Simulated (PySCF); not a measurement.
A mixed set of molecules.

All values: CAM-B3LYP/def2-SVPD (PySCF) at GFN2-xTB geometries, gas phase, one conformer each. Core orbitals are frozen in the response; Δα² is half the sum of the squared differences of the principal polarisabilities.

(1) Rank by HOMO–LUMO gap, highest first.
A. `C[P@@](=O)(O)C(F)=C(F)F`
B. `c1occc1CC=C`
C. `CCO[SiH2]F`
D. `C=C(CF)c1cocn1`
E. `CC/C=C\C#CC=O`
F. `C(c1ccoc1[SiH3])C`

(2) Rank by mean static polarisability, lowest first.
A. `C=CCc1ccoc1`
B. `C=C/C=C/C=C/O[SiH3]`
C. `c1oc([SiH3])c(c1)CC`
D. `CC/C=C\C#CC=O`
E. `OC[C@@]12C=C[C@H]3[C@@H]1[C@H]32`
F. `[P@](C)(O)(=O)C(F)=C(F)F`

Results:

(1) C (11.29 eV), A (9.89 eV), B (8.92 eV), F (8.64 eV), D (8.06 eV), E (7.37 eV).

(2) F (9.95 Å³), E (11.13 Å³), A (12.19 Å³), D (14.22 Å³), C (14.51 Å³), B (19.12 Å³).

All values together:

```
                          SMILES    formula  μ (D)  HOMO (eV)  LUMO (eV)  α (Å³)  Δα (Å³)  electrons  α per electron (Å³)
                   CC/C=C\C#CC=O      C7H8O   5.01      -8.64      -1.27   14.22    12.20         58                0.245
OC[C@@]12C=C[C@H]3[C@@H]1[C@H]32      C7H8O   2.30      -7.76       1.17   11.13     2.72         58                0.192
                     C=CCc1ccoc1      C7H8O   0.69      -7.87       1.06   12.19     5.47         58                0.210
         C[P@@](=O)(O)C(F)=C(F)F  C3H4F3O2P   2.67      -9.38       0.51    9.95     3.54         80                0.124
                 CCc1ccoc1[SiH3]   C6H10OSi   1.22      -7.76       0.88   14.51     5.32         68                0.213
             C=C/C=C/C=C/O[SiH3]   C6H10OSi   1.61      -6.91      -0.11   19.12    22.16         68                0.281
                  C=C(CF)c1cocn1    C6H6FNO   2.66      -8.07      -0.01   11.66     6.90         66                0.177
                      CCO[SiH2]F   C2H7FOSi   1.87     -10.08       1.22    7.94     1.84         50                0.159
```

Conformers: `[CH3:1][CH2:2]/[CH:3]=[CH:4]\[C:5]#[C:6][CH:7]=[O:8]` with C1–C2–C3–C4 -118°; `[OH:1][CH2:2][C@@:3]12[CH:4]=[CH:5][C@H:6]3[C@@H:7]1[C@@H:8]23` with H–O1–C2–C3 -51°, O1–C2–C3–C4 -58°; `[CH2:1]=[CH:2][CH2:3][c:4]1[cH:5][cH:6][o:7][cH:8]1` with C1–C2–C3–C4 121°, C2–C3–C4–C5 -76°; `[CH3:1][P@@:2](=[O:3])([OH:4])[C:5]([F:6])=[C:7]([F:8])[F:9]` with C1–P2–O4–H -144°, C1–P2–C5–F6 18°; `[CH3:1][CH2:2][c:3]1[cH:4][cH:5][o:6][c:7]1[SiH3:8]` with C1–C2–C3–C4 -95°; `[CH2:1]=[CH:2]/[CH:3]=[CH:4]/[CH:5]=[CH:6]/[O:7][SiH3:8]` with C1–C2–C3–C4 180°, C3–C4–C5–C6 180°, C5–C6–O7–Si8 180°; `[CH2:1]=[C:2]([CH2:3][F:4])[c:5]1[cH:6][o:7][cH:8][n:9]1` with C1–C2–C3–F4 0°, C1–C2–C5–C6 0°; `[CH3:1][CH2:2][O:3][SiH2:4][F:5]` with C1–C2–O3–Si4 172°, C2–O3–Si4–F5 61°.

Q: How closely does the mean polarisability follow the number of electrons in this set?

A: The correlation coefficient is 0.26; α per electron runs from 0.124 to 0.281 Å³.
